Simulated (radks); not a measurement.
Task: These are the eigenvalues of the occupied orbitals of an atom or ion with whole-number occupations (hartree). Method: scalar-relativistic Kohn-Sham, LB94 model potential, spin-polarised, spherical densities, finite nucleus; Fermi nuclear charge, rms radius of each element as measured or else 0.836 A^(1/3) + 0.57 fm; computed with a radial shooting solver on a logarithmic mesh with Libxc functionals.

orbital  eigenvalue
1s down   -2741.073
1s up     -2741.073
2s down   -492.8142
2s up     -492.8113
2p down   -431.7844
2p up     -431.7821
3s up     -128.5218
3s down   -128.5157
3p up     -110.5785
3p down   -110.5696
3d up     -90.48486
3d down   -90.48037
4s up     -40.51297
4s down   -40.38986
4p up     -34.56356
4p down   -34.44545
4d up     -27.16733
4d down   -27.05377
4f up     -18.89380
4f down   -18.78875

Which element is it, and in what charge state? The configuration may be excited. Open shells, if any, are filled with parallel spins first.

Result: Z = 76, osmium, charge +19: Os19+ in [Kr] 4d10 4f11. The list shows which subshells hold electrons but not how many an open one holds; the 1s level, -2741.1 hartree, gives Z - s = 74.0 by -(Z - s)^2/2, which with screening and relativity narrows Z to a few neighbours, and the depths of the outer levels then fix element, charge and occupations together.
